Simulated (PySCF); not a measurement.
Gas-phase reaction: TiCl₂(OH)₂ ⇌ TiO₂ + Cl₂ + 2 H

Method: PySCF energies plus ideal-gas RRHO corrections (1 bar). † marks an energy on the PBE0/def2-TZVP geometry and frequencies; other levels use their own. MP2 and CCSD(T) freeze the core. 6-31G* has spherical d functions here. Open shells (unrestricted): H (multiplicity 2); the rest are closed-shell singlets. B3LYP is the form with VWN-RPA correlation. TiCl₂(OH)₂: computed as isolated molecules; such fragments, hydroxides, amides, oligomers or adducts are transient or little studied in the gas. MP2 isn't extrapolated to the basis-set limit; its ΔH°(298 K) is 1080.4 kJ in def2-SVP and 1083.9 kJ in def2-TZVPP. CCSD(T) isn't extrapolated to the basis-set limit. The harmonic model lacks anharmonicity and excited electronic states, which grow with temperature; levels with a mode under 35 cm⁻¹ are left out. Soft modes under 120 cm⁻¹ make the harmonic entropy rough for TiCl₂(OH)₂. Warning, large T1 diagnostic: TiCl₂(OH)₂, TiO₂ (CCSD(T)/def2-SVP†).

```
level              ΔE electronic, kJ  ΔH°(298 K), kJ  ΔS°(298 K), J/K  ΔG°(1000 K), kJ
-----------------  -----------------  --------------  ---------------  ---------------
B3LYP/6-31G*                    1204            1157              332              826
B3LYP/def2-TZVP†                1209            1161              329              834
CCSD(T)/def2-SVP†               1204            1156              329              829
HF/6-31G*                       1209            1159              333              827
HF/def2-TZVP†                   1250            1202              329              875
MP2/def2-TZVPP†                 1132            1084              329              757
PBE/def2-SVP                    1181            1135              329              807
PBE/def2-TZVP†                  1156            1108              329              780
```
ΔH° is lowest at MP2/def2-TZVPP† and highest at HF/def2-TZVP†. No reference value is set beside these.
